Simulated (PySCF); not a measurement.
Compound: 1,2-benzenedithiol, C6H6S2.
Structure used (GFN2-xTB), in Å, numbered top down from 1:
```
atom  x, y, z in Å
S1     2.5290   -0.8053    0.3352
C2     0.8282   -0.3398    0.1269
C3    -0.1813   -1.2584    0.3837
C4    -1.5092   -0.9134    0.2185
C5    -1.8449    0.3601   -0.2107
C6    -0.8484    1.2814   -0.4642
C7     0.4907    0.9468   -0.2967
S8     1.6791    2.2073   -0.6471
H9     2.2750   -2.0395    0.7595
H10    0.0778   -2.2539    0.7157
H11   -2.2774   -1.6426    0.4245
H12   -2.8794    0.6363   -0.3434
H13   -1.0907    2.2788   -0.7981
H14    2.7508    1.5417   -0.2261
```

NICS is the negative of the GIAO shielding at a point without a nucleus: at the ring centre (0) and 1 Å above and below it (1); zz is the component along the ring normal. Level: GIAO PBE0/pcSseg-1 (PySCF, non-relativistic, gas phase) on the GFN2-xTB geometry, one conformer.

Ring bond lengths (Å), with Mayer bond orders in brackets: C2–C3 1.389 (1.39), C3–C4 1.382 (1.47), C4–C5 1.385 (1.41), C5–C6 1.381 (1.46), C6–C7 1.390 (1.40), C7–C2 1.396 (1.31).

Question: Give the NICS values of each ring in ppm.

Answer: 
| ring | type | NICS(0) | NICS(1), two faces | NICS(1)zz, two faces | rms pucker (Å) | centre to ring atoms, mean (Å) |
| --- | --- | --- | --- | --- | --- | --- |
| C2–C3–C4–C5–C6–C7 | 6-membered carbocycle; formal bonds all aromatic | -8.2 | -10.3 / -10.3 | -24.7 / -24.7 | 0.00 | 1.39 |

Question: What do they say, and how far can they be read as aromaticity?

Answer: 
- C2–C3–C4–C5–C6–C7: mean NICS(1)zz -24.7 ppm, shielded. For a flat ring without four-coordinate atoms the NICS criterion counts such a value as aromatic.

Question: How equal are the bonds by HOMA? HOMA = 1 − mean of α(R − Ropt)² over the ring bonds, with Krygowski's 1993 parameters (CC: Ropt 1.388 Å, α 257.7 Å⁻²).

Answer: 
- C2–C3–C4–C5–C6–C7: HOMA 0.99 = 1 − EN − GEO, with mean bond length 1.387 Å, EN = α(Ropt − mean)² = 0.000 and GEO = α × variance = 0.007. The geometric and the magnetic index point the same way.

Question: At the second NICS(1) probe listed for ring C2–C3–C4–C5–C6–C7, 1 Å off the ring, what do the in-plane components average?

Answer: The isotropic value is a third of the trace: (3 × -10.3 − (-24.7))/2 = -3.1 ppm.

The run took 34 s of wall time on an Intel Xeon at 2.70 GHz with one thread, no GPU, shared host with 64 logical CPUs at a one-minute load of 71, and the process peaked at 0.87 GiB of memory. This is the whole shielding run at PBE0/pcSseg-1, SCF included.
